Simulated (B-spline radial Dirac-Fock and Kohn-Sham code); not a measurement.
## Core and valence levels of Lu⁴³⁺

System: the Lu⁴³⁺ ion in the configuration 1s2 2s2 2p6 3s2 3p6 3d10; nuclear rms radius 5.37 fm (A = 175).

The run's input, task.json:

```json
{"items": [{
  "Z": 71,
  "q": 43,
  "cfg": [[1, 0, 2], [2, 0, 2], [2, 1, 6], [3, 0, 2], [3, 1, 6], [3, 2, 10]],
  "A": 175,
  "rrms": 5.37,
  "do": ["binding"]
}]}
```

Run with: `python xray_run.py task.json out`

Calculated with a radial finite-basis atomic code, using multi-electron Dirac-Fock with separately optimised hole states, Breit and Lamb-shift corrections added in first order. Correlation and solid-state effects are left out. Energies are counted from the vacuum level.

All terms are in eV, carry their sign (relaxation lowers the binding energy) and add up to the binding energy; ⟨r⟩ is the mean radius of the orbital in the initial state.

```
  subshell  −ε (Koopmans)  relaxation    Breit      QED  binding energy  ⟨r⟩ (bohr)
    K (1s)        65820.8      -50.59  -198.97  -104.46         65466.8       0.019
   L1 (2s)        13035.4      -18.59   -22.44   -15.07         12979.3       0.081
L2 (2p1/2)        12521.9      -22.41   -36.92     0.11         12462.7       0.067
L3 (2p3/2)        11396.2      -19.96   -22.91    -1.43         11351.8       0.075
   M1 (3s)         4493.1       -2.77    -4.69    -3.62          4482.0       0.208
M2 (3p1/2)         4270.5       -3.33    -7.65    -0.09          4259.4       0.198
M3 (3p3/2)         4015.5       -2.80    -4.59    -0.41          4007.7       0.210
M4 (3d3/2)         3652.5       -4.11    -3.66     0.22          3645.0       0.184
M5 (3d5/2)         3596.8       -3.82    -2.50     0.07          3590.5       0.188
```

For the deepest level, K (1s), the Breit terms make up -0.304 % of the binding energy, QED -0.160 % and orbital relaxation -0.077 %.

Going to the tabulated ground configuration of the next ion removes an electron from M5 (3d5/2), computed at 3590.5 eV. NIST lists 3590 ± 4 eV as the ionisation energy of this species (theoretical), -0.50 eV from the computed value, within the stated uncertainty.
